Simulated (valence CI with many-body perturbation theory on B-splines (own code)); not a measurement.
The numbers below are computed, except where a source is named.
# Energy levels of Ce17+

Level of theory: configuration interaction combined with many-body perturbation theory (CI+MBPT): five valence electrons over a frozen Dirac-Fock core [Kr], a basis of 7 s, 7 p, 8 d, 6 f, 4 g, 1 h functions for each j, with the one-electron correlation potential Σ1, the two-electron term Σ2, the three-electron term Σ3, Breit, model QED; selected CI, second order for the rest (own B-spline code, finite nucleus).

No measured levels were compared; by estimate terms of the open shell hold to 2 to 4 % of their energy, and close levels can change places. Core correlation moves these levels by up to 13000 cm⁻¹, and in measured spectra 5 to 20 % of such shifts remained as error; rates that hang on mixing are uncertain with them. Among the levels kept, up to 280 cm⁻¹ of a level comes from second order outside the variational space, and about a tenth of that is noise between levels of different J, which matters for small intervals. Only levels of the ground parity were solved; by the run's estimate the other parity begins above the list, which can be wrong where configurations are misplaced.

Levels 1 to 37 of 37, with energies above the lowest level, 4d5 6S_5/2. "Leading %" is the weight of the configuration and term that name the level; weights of strongly mixed levels are sums over their largest components and can fall short.

```csv
No.,Configuration,Term,J,E (eV),Leading %,g,Second component
1,4d5,6S,5/2,0.000,76,1.882,18 % 4d5 4P
2,4d5,4G,5/2,4.344,27,1.060,23 % 4d5 2F
3,4d5,4G,7/2,6.253,56,1.108,17 % 4d5 4D
4,4d5,4D,3/2,6.526,46,1.328,39 % 4d5 4P
5,4d5,4G,11/2,6.629,68,1.199,22 % 4d5 2H
6,4d5,4G,5/2,6.995,39,1.077,30 % 4d5 4D
7,4d5,4G,9/2,7.075,75,1.166,11 % 4d5 4F
8,4d5,4P,1/2,7.671,58,1.729,32 % 4d5 4D
9,4d5,4D,7/2,8.725,52,1.254,25 % 4d5 4G
10,4d5,2D,5/2,9.235,35,1.250,22 % 4d5 4D
11,4d5,2I,11/2,10.017,67,1.017,23 % 4d5 4G
12,4d5,2F,7/2,10.145,38,1.136,22 % 4d5 2G
13,4d5,4D,1/2,10.291,66,0.842,27 % 4d5 4P
14,4d5,4D,3/2,10.573,38,1.166,35 % 4d5 2D
15,4d5,2G,9/2,10.810,48,1.156,22 % 4d5 4F
16,4d5,4F,3/2,11.063,53,0.861,29 % 4d5 4P
17,4d5,2I,13/2,11.094,99,1.075,
18,4d5,2F,5/2,11.662,36,1.019,23 % 4d5 4F
19,4d5,2H,9/2,13.005,51,1.107,45 % 4d5 4F
20,4d5,4F,5/2,13.302,35,1.093,27 % 4d5 2F
21,4d5,2G,7/2,13.342,61,0.996,30 % 4d5 2F
22,4d5,2F,5/2,14.167,41,1.093,18 % 4d5 2D
23,4d5,2D,3/2,14.252,65,0.745,28 % 4d5 4F
24,4d5,2F,7/2,14.783,66,1.085,24 % 4d5 2G
25,4d5,2S,1/2,15.159,73,1.929,14 % 4d5 4P
26,4d5,4F,7/2,15.546,46,1.188,29 % 4d5 2F
27,4d5,2G,9/2,15.925,48,1.091,30 % 4d5 2H
28,4d5,2H,11/2,16.081,68,1.066,23 % 4d5 2I
29,4d5,2D,3/2,17.234,77,0.838,12 % 4d5 4D
30,4d5,2D,5/2,17.938,60,1.099,28 % 4d5 2F
31,4d5,2G,9/2,18.925,93,1.110,
32,4d5,2D,5/2,19.036,56,1.110,27 % 4d5 2F
33,4d5,2G,7/2,19.858,80,0.936,16 % 4d5 2F
34,4d5,2P,3/2,21.010,82,1.239,16 % 4d5 2D
35,4d5,2P,1/2,22.713,85,0.830,12 % 4d5 2S
36,4d5,2D,5/2,24.768,90,1.191,
37,4d5,2D,3/2,25.561,81,0.877,16 % 4d5 2P
```

Names give the largest LS component (configuration and term), which can be under half, so a name can repeat, a term be missing and a line seem to break the LS rules; names also repeat where a configuration has a term twice.

Where two levels of one J and parity lie close, their mixing, g and order are uncertain.

The ionisation energy to 4d4 5D_0 of the next ion comes out as 472.79 eV (NIST: 472 ± 3 eV (theoretical)). All 37 levels together are meant to be complete up to 26.616 eV.
